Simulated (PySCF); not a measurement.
C2H9ClOSi2. Atoms are numbered in the order given.

```xyz
15

C      0.6317     4.0248     0.0000
C     -0.4690     2.9818     0.0000
O      0.1121     1.6859     0.0000
Si    -0.7482     0.2541     0.0000
Si     0.8503    -1.4555     0.0000
Cl    -0.2349    -3.2480     0.0000
H      1.2677     3.9114    -0.8914
H      0.2047     5.0402     0.0000
H      1.2677     3.9114     0.8914
H     -1.1162     3.1066    -0.8902
H     -1.1162     3.1066     0.8902
H     -1.6238     0.1448    -1.2083
H     -1.6238     0.1448     1.2083
H      1.7153    -1.4282     1.2120
H      1.7153    -1.4282    -1.2120
```
Charge 0, spin multiplicity 1.

Geometry: B3LYP-D3(BJ)/def2-SVP. The structure was generated by enumeration, and PubChem lists no compound with its InChIKey, so it may never have been made. One conformer was computed; it need not be the lowest.

Calculation: TDA-B3LYP/def2-SVPD (PySCF).

Vertical excitations. Gas-phase values at a fixed geometry. State labels are in the subgroup Cs.

| state | symmetry | energy (eV) | λ (nm) | f | main pairs |
|---|---|---|---|---|---|
| S1 | A' | 5.87 | 211 | 0.006 | HOMO→LUMO 98 % |
| S2 | A" | 6.07 | 204 | 0.000 | HOMO−1→LUMO 98 % |
| S3 | A" | 6.62 | 187 | 0.003 | HOMO−2→LUMO 98 % |
| S4 | A' | 6.94 | 179 | 0.022 | HOMO−3→LUMO 94 % |
| S5 | A' | 7.20 | 172 | 0.130 | HOMO→LUMO+1 81 % |
| S6 | A" | 7.23 | 171 | 0.031 | HOMO→LUMO+2 70 %, HOMO−1→LUMO+1 19 % |
| T1 | A' | 5.32 | 233 | 0 | HOMO→LUMO 97 % |
| T2 | A" | 5.87 | 211 | 0 | HOMO−1→LUMO 95 % |
Triplets are in the Tamm–Dancoff approximation.
